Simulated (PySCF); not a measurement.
Job file and geometry (Å, from GFN2-xTB) of an NMR shielding run on SMILES C#CC(=C)[Si]1(SC)CC1, C₇H₁₀SSi, GIAO PBE0/pcSseg-1 NMR shielding, non-relativistic, gas phase in PySCF 2.14.0, density-fitted response routines; density fitting, a coarse starting grid and PySCF grid level 2 are the driver's defaults:

```
$ OMP_NUM_THREADS=1 python probes_run.py task.json out

{"job": {"kind": "nmr", "xc": "PBE0", "basis": "pcSseg-1"}, "charge": 0, "multiplicity": 1}
C     -2.670856     2.290007    -0.404091
C     -1.985950     1.562745     0.262368
C     -1.161871     0.688765     1.002843
C     -1.148307     0.701090     2.337770
Si    -0.108291    -0.491283    -0.014704
S      1.149749    -1.779343     1.164510
C      2.803109    -1.134199     0.744412
C      0.451308     0.007835    -1.745924
C     -0.676592    -1.039276    -1.727625
H     -3.277696     2.935077    -0.966371
H     -1.765275     1.378369     2.906474
H     -0.520106     0.026950     2.895110
H      2.871535    -0.086769     1.018218
H      3.512741    -1.718161     1.321266
H      2.988372    -1.266764    -0.316125
H      0.178889     0.980051    -2.128908
H      1.397943    -0.326925    -2.146171
H     -0.417344    -2.016880    -2.107449
H     -1.631162    -0.702037    -2.103065
```

Problem. What does the program print?

Solution. 
```
coarse grid: 17056 points
cycle   1  E = -959.5650244764  dE =  1.117e+00  |g| = 5.112e-01  |ddm| = 4.268e+00
cycle   2  E = -959.5372720954  dE =  2.775e-02  |g| = 6.010e-01  |ddm| = 1.221e+00
cycle   3  E = -959.6324370374  dE = -9.516e-02  |g| = 1.188e-01  |ddm| = 7.858e-01
cycle   4  E = -959.6362626179  dE = -3.826e-03  |g| = 4.341e-02  |ddm| = 1.989e-01
cycle   5  E = -959.6366087648  dE = -3.461e-04  |g| = 2.560e-02  |ddm| = 4.911e-02
cycle   6  E = -959.6367687542  dE = -1.600e-04  |g| = 4.714e-03  |ddm| = 2.318e-02
cycle   7  E = -959.6367732361  dE = -4.482e-06  |g| = 2.044e-03  |ddm| = 6.541e-03
final grid: 155848 points
cycle   8  E = -959.6943528107  dE = -3.857e-05  |g| = 1.019e-02  |ddm| = 5.708e-02
cycle   9  E = -959.6943323940  dE =  2.042e-05  |g| = 1.341e-02  |ddm| = 2.032e-02
cycle  10  E = -959.6943790040  dE = -4.661e-05  |g| = 1.465e-03  |ddm| = 1.302e-02
cycle  11  E = -959.6943795757  dE = -5.717e-07  |g| = 3.881e-04  |ddm| = 2.050e-03
cycle  12  E = -959.6943796073  dE = -3.161e-08  |g| = 1.792e-04  |ddm| = 5.403e-04
cycle  13  E = -959.6943796144  dE = -7.084e-09  |g| = 6.355e-05  |ddm| = 1.870e-04
cycle  14  E = -959.6943796153  dE = -9.150e-10  |g| = 2.141e-05  |ddm| = 7.211e-05
converged SCF energy = -959.6943796153

GIAO shielding tensors (ppm)
atom      isotropic    diamagn.    paramagn.     s11        s22        s33       span
  0 C       94.106     257.966    -163.861     38.946     49.599    193.772    154.825
  1 C      101.112     250.292    -149.179     -3.145      3.352    303.130    306.275
  2 C       54.735     265.703    -210.968    -46.517     51.001    159.720    206.236
  3 C       31.716     247.277    -215.560   -108.157     40.301    163.005    271.163
  4 Si     414.277     883.235    -468.958    294.082    303.888    644.861    350.779
  5 S      722.272    1059.650    -337.378    623.958    652.863    889.995    266.037
  6 C      170.260     250.988     -80.728    154.723    166.984    189.073     34.349
  7 C      183.389     257.618     -74.230    165.950    184.507    199.709     33.760
  8 C      178.762     258.324     -79.562    164.245    177.828    194.214     29.969
  9 H       28.775      33.936      -5.162     24.446     25.414     36.463     12.017
 10 H       24.630      28.036      -3.406     20.154     24.210     29.526      9.372
 11 H       24.802      30.425      -5.623     20.744     22.849     30.812     10.068
 12 H       29.518      31.173      -1.655     23.927     27.956     36.673     12.746
 13 H       29.772      28.539       1.233     23.578     26.510     39.229     15.652
 14 H       29.692      31.018      -1.326     23.281     29.043     36.752     13.470
 15 H       30.461      33.105      -2.644     25.197     27.484     38.701     13.504
 16 H       30.826      32.820      -1.994     26.241     27.628     38.608     12.367
 17 H       30.620      31.705      -1.085     25.493     27.495     38.871     13.378
 18 H       30.371      32.229      -1.858     24.989     27.473     38.649     13.660
```

Problem. Turn these shieldings into chemical shifts. Chemical shifts δ = σref − σ; ¹³C (186.93 ppm) and ²⁹Si (349.16 ppm) and ¹H (31.72 ppm) vs TMS; CS2 for ³³S (503.73 ppm), all at this level.

Solution. Averaging equivalent atoms: C 3: 155.2; C 2: 132.2; C 0: 92.8; C 1: 85.8; C 6: 16.7; C 7/8: 5.8; Si 4: -65.1; S 5: -219; H 10: 7.09; H 11: 6.92; H 9: 2.94; H 12/13/14: 2.06; H 15/18: 1.30; H 16/17: 0.99 ppm. 

Size and cost of the density-fitted run: 217 basis functions, 120 s wall time on 1 thread of an Intel Xeon, shared host; peak memory 0.98 GiB.
